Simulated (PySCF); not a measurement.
Compound: 4-(trifluoromethyl)thiophenol, C₇H₅F₃S.
Numbering: `[F:1][C:2]([F:3])([F:4])[c:5]1[cH:6][cH:7][c:8]([SH:9])[cH:10][cH:11]1` (hydrogens: H12 on C6; H13 on C7; H14 on S9; H15 on C10; H16 on C11)

The calculation used PBE0-D3(BJ)/def2-SVP geometry optimisation, gas phase in PySCF 2.14.0.

**Question.** List the bond lengths, angles and torsions at this level.

**Answer.** 
```tsv
bond	length (Å)	order
F1–C2, C2–F3, C2–F4	1.338	single
C2–C5	1.501	single
C5–C6, C5–C11	1.395	aromatic
C6–C7, C10–C11	1.389	aromatic
C7–C8, C8–C10	1.401	aromatic
C8–S9	1.761	single
C6–H12, C11–H16	1.092	single
C7–H13, C10–H15	1.092	single
S9–H14	1.349	single
```

Bonds in one row agree within 0.01 Å and their mean is given. Orders are formal, as drawn. A selection of angles:
```tsv
angle	degrees
F1–C2–F3	107.7
F1–C2–C5	111.9
C2–C5–C6	119.8
C2–C5–C11	120.7
C6–C5–C11	119.5
C5–C6–C7	120.5
C5–C6–H12	119.9
C7–C6–H12	119.7
C6–C7–C8	120.2
C6–C7–H13	119.6
C8–C7–H13	120.2
C7–C8–S9	123.1
C7–C8–C10	119.2
S9–C8–C10	117.7
C8–S9–H14	96.7
```

Torsions: F1–C2–C5–C6 160° (antiperiplanar); H14–S9–C8–C7 0° (synperiplanar). The mirror-image conformer, all signs reversed, is as good.

All 3 C–F bonds measure 1.336 to 1.340 Å. The 7 C–C bonds span 1.389 Å (C6–C7, aromatic) to 1.501 Å (C2–C5, drawn single), a spread of 0.112 Å. The 6-membered ring C5–C6–C7–C8–C10–C11 has internal angles of 119.2° to 120.5° (sum 720°, against 720° for a flat polygon); it is planar, 0.00 Å rms from its mean plane, widest ring torsion 0°. Of the pairs four or more bonds apart, F1···H16 is among the closest relative to their van der Waals radii: 2.42 Å, 91 % of the sum of Bondi's values.

Point group: C1 (no symmetry element, even within 0.4 Å). PBE0-D3(BJ)/def2-SVP frequencies: not computed here. One conformer, not necessarily the lowest (C7–C8–S9–H 0°).

The run took about 2.4 min of CPU time (one thread, shared machine). That covers the optimisation of the geometry.
